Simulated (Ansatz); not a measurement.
Consider the hydrogen abstraction from the S–H bond: `C[SiH](F)S` + F• → `C[SiH](F)[S]`• + H–F.

Isolated molecules relaxed with PBE0-D4/def2-TZVP in Ansatz; ΔE leaves out vibrations. CCSD(T)/CBS is the MP2 limit (def2-TZVPP, def2-QZVPP) plus CCSD(T) − MP2 in def2-TZVPP, frozen cores. This one scheme is used for every species, atoms too. DFT in def2-TZVPP. HSE06 is defined as in plane-wave codes. No spin–orbit coupling; open shells (•) take unrestricted orbitals. Spin–orbit coupling would lower the free atoms: a little for F. One conformer a species, not always the lowest.

```tsv
level	ΔE (kJ/mol)	difference from CCSD(T)/CBS
PBE-D4	-208.5	-9.9
revPBE-D4	-197.3	1.3
B97M-V	-182.9	15.7
PBE0-D4	-187.8	10.8
r2SCAN0-D4	-179.1	19.5
HSE06-D4	-188.5	10.1
ωB97X-V	-185.8	12.8
PBE-QIDH	-184.4	14.2
r2SCANh	-188.0	10.6
r2SCAN0	-179.7	18.9
HSE06	-189.8	8.8
MP2/def2-SVP	-185.5	13.1
CCSD/def2-SVP	-168.8	29.8
CCSD(T)/def2-SVP	-168.2	30.4
HF/def2-TZVPP	-121.4	77.2
SCS-MP2/def2-QZVPP	-200.1	-1.5
CCSD(T)/CBS	-198.6	0
```

Largest T1 diagnostic among the species: 0.013.

From r2SCAN to r2SCAN0 (25 % exact exchange), in def2-TZVPP and without D4, ΔE moves by +14.2 kJ/mol. At CCSD(T), def2-SVP lies +30.4 kJ/mol from the extrapolated value and def2-TZVPP +9.4 kJ/mol. In def2-TZVPP, CCSD(T) changes the Hartree–Fock value by −67.8 kJ/mol (the triples alone add −2.7 kJ/mol) and MP2 by −85.3 kJ/mol.

CCSD(T)/CBS has its own doubt, a few kJ/mol and more with outer-core shells, so smaller differences from it don't rank the levels.
